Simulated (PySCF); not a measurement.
Molecule: `InChI=1S/C3H11NSi2/c1-4-6-3-2-5/h2-4H,6H2,1,5H3/b3-2+`.

Cartesian coordinates in Å; atom numbers follow the order of the lines, from 1:
```xyz
17

C    -3.0368    0.7609    0.1261
N    -1.6633    0.3228    0.1230
Si   -0.9072   -0.3971   -1.2425
C     0.8970   -0.6348   -0.7659
C     1.5462    0.0256    0.1903
Si    3.3535   -0.2047    0.6527
H    -3.1830    1.5418    0.8757
H    -3.7404   -0.0536    0.3345
H    -3.2744    1.1704   -0.8529
H    -1.3737    0.0070    1.0371
H    -1.4549   -1.7017   -1.6664
H    -1.0730    0.5602   -2.3429
H     1.4480   -1.3658   -1.3461
H     0.9882    0.7631    0.7579
H     4.0953    1.0306    0.3807
H     3.4451   -0.5032    2.0867
H     3.9263   -1.3095   -0.1183
```

Frames of a GFN2-xTB Langevin trajectory at 600 K; GIAO PBE0/pcSseg-1 shieldings in PySCF 2.14.0 with density-fitted response routines, gas phase, non-relativistic; equivalent atoms averaged within each frame.

Scale: $^{13}$C (σref 186.93) and $^{29}$Si (σref 349.16) and $^{1}$H (σref 31.72) against TMS; NH3 for $^{15}$N (σref 267.73) (reference shieldings calculated alike). The references are static minima.

How do the shifts (ppm) fluctuate along the trajectory?

Answers


```
         time (fs)     C4     C5    C1     N2    Si3    Si6   H14   H13  H11/H12  H15/H16/H17
optimised geometry  158.2  151.5  32.4   10.4  -44.5  -71.5  7.18  7.10     4.95         4.21
               250  166.3  150.9  37.2    4.5  -42.1  -85.7  7.21  7.05     4.73         3.93
               425  161.1  150.0  36.5   16.8  -41.5  -54.9  6.36  7.16     6.38         4.67
               625  175.8  145.3  28.6  -13.6  -31.9  -85.2  7.22  7.31     5.25         4.42
               800  167.9  162.0  35.6    5.8  -51.0  -80.8  7.21  6.51     5.09         4.80
              1000  181.2  161.5  26.2    4.5  -27.8  -73.4  7.28  8.32     4.85         5.55
    mean of frames  170.5  153.9  32.8    3.6  -38.9  -76.0  7.05  7.27     5.26         4.67
standard deviation    8.0    7.4   5.1   10.9    9.2   12.8  0.39  0.66     0.66         0.59
```

5 frames give an uncertainty of the mean of about the standard deviation over 2.2 at best, since frames this close in time may not be independent; classical motion lacks zero-point vibration, and the reference would need the same averaging.
